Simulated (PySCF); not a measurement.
Ligands exchanged one at a time, Ga NH2-H. All species are isolated molecules in the gas phase. One relaxed conformer stands for each flexible species; it need not be the lowest. Strings in code marks are SMILES.

The S1 excitation (TDA) from two functionals at the same geometries (PBE0-D3(BJ)/def2-TZVP), both in PySCF: PBE-D3(BJ)/def2-TZVP and PBE0-D3(BJ)/def2-TZVP. Excitations are Tamm–Dancoff values on a coarser integration grid. The basis has no diffuse functions, so Rydberg states are missing or too high.

| species | PBE-D3(BJ)/def2-TZVP (eV) | PBE0-D3(BJ)/def2-TZVP (eV) |
|---|---|---|
| 0 of 3 NH2 replaced by H (`[NH2][Ga]([NH2])[NH2]`) | 4.79 | 5.61 |
| 1 of 3 NH2 replaced by H | 5.18 | 5.87 |
| 2 of 3 NH2 replaced by H | 5.71 | 6.09 |

Over these rows, drawn at random from the members with no instability flagged (it was tested for open shells, ions and some series alone), PBE minus PBE0-D3(BJ): mean -0.63 eV, from -0.82 eV to -0.38 eV.
